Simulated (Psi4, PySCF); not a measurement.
The Psi4 input:
```
memory 2 GB

molecule mol {
0 2
C     0.081337    1.122037   -0.125507
S    -0.072916   -0.562038    0.133098
H     0.801812   -0.957823   -0.794812
H    -0.532767    1.739243    0.497872
H     0.409589    1.478970   -1.079581
}

set {
  basis 6-311g**
  reference uks
  scf_type pk
  puream true
  d_convergence 1e-8
  dft_radial_points 99
  dft_spherical_points 590
}

energy('blyp')
print_variables()
```

Question: Give the equivalent PySCF input.

Answer: Several could match; the one computed here: 
```python
from pyscf import gto, scf, dft

mol = gto.M(
    atom='''
C     0.081337    1.122037   -0.125507
S    -0.072916   -0.562038    0.133098
H     0.801812   -0.957823   -0.794812
H    -0.532767    1.739243    0.497872
H     0.409589    1.478970   -1.079581
''',
    basis='6-311g**',
    charge=0,
    spin=1,
    verbose=4,
)

mf = dft.UKS(mol)
mf.xc = 'blyp'
mf.grids.atom_grid = (99, 590)
mf.grids.prune = None
mf.kernel()
```

Both were run: Psi4 gave -438.032188 Eh and PySCF -438.032188 Eh, 0.000 mEh apart.
